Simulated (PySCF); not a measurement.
# How methods differ on the excitation energy of Tc

Tc [Kr] 4d5 5s2 (6S) → Tc [Kr] 4d5 5s1 5p1 (8P), as a difference of total energies. Computed with PySCF 2.14 in dyall-av2z (22s15p11d2f, 136 functions), with no relativity, point nucleus. Correlated levels: valence: [Kr] frozen; virtual orbitals above 40 to 60 times the deepest correlated orbital energy dropped. The calculations carry no spin-orbit coupling.

```
           method  excitation energy (eV)
              UHF                   0.664
              LDA                   2.060
              PBE                   1.786
             PBE0                   1.615
           r2SCAN                   1.438
             BP86                   1.912
           revPBE                   1.729
           PBEsol                   1.755
    MP2 (valence)                   1.555
SCS-MP2 (valence)                   1.887
```

Problem. How much does correlation contribute at MP2 (valence)?

Solution. 1.555 − (0.664) = 0.891 eV, measured against UHF.

These non-relativistic numbers lack the scalar-relativistic shift.

For comparison: 2.112 eV (measured; NIST levels, between the centres of gravity of the two terms).
